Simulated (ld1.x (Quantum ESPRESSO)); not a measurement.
The numbers below are computed, except where a source is named.
Potentials for Ge compared

Generated with ld1.x 7.5 (TM, RRKJ, ultrasoft, PAW), atompaw 4.2 or ONCVPSP 4.0.1. The cutoff is in Ry: for ld1.x and atompaw files where the sum of valence levels is converged to 10 mRy in a Bessel basis, for ONCV files where the hardest occupied wave has 1 mHa per electron of residual kinetic energy. The error is the largest all-electron minus pseudo excitation energy over each file’s own four to seven test configurations (ionisations up to +4, promotions, holes and added fractions of an electron), all of which were solved. The labels leave out finer settings (local radius, basis sizes, second energies), which also bear on the numbers. Spin-polarised tests are not counted. The rows are a selection from randomly drawn settings: files with unsolved tests, undetermined cutoffs or missed reference levels are left out.

A true bound ghost makes a file unfit for plane-wave use even where its test errors are small: the radial tests pick states by their node count and pass the ghost by.

```tsv
potential	cutoff (Ry)	largest error (meV)	bound ghosts
TM, PBE, fully relativistic, rc 1.42/2.04 (sp), local s, core correction yes, reference 4s2 4p2	35	-253	none
TM, PBE, fully relativistic, rc 1.60/2.00/1.60 (spd), local smoothed, core correction no, reference 4s2 4p2	18	+104	d3/2, d5/2
TM semilocal, PBE, scalar-relativistic, rc 1.30/1.50/1.60 (spd), local p, core correction no, reference 4s2 4p1.5	50	+104	none
ultrasoft, LDA (PZ), scalar-relativistic, rc 1.80/2.35 (sp), local smoothed, core correction no, reference 4s2 4p2	10	+210	none
ultrasoft, LDA (PZ), scalar-relativistic, rc 1.85/1.95/1.75 (spd), local smoothed, core correction no, reference 4s1.75 4p2.25	8	+203	none
PAW, PBE, scalar-relativistic, rc 1.75/2.30/0.85 (spd), local smoothed, core correction yes, reference 3d10 4s2 4p2	230	-60	none
```

Problem. Fill in the row for Ge: ultrasoft, LDA (PZ), scalar-relativistic, rc 1.90/1.65/1.90 (spd), local smoothed, core correction no, reference 4s2 4p2.

Solution. cutoff 8 Ry, largest error +214 meV, bound ghosts: d.
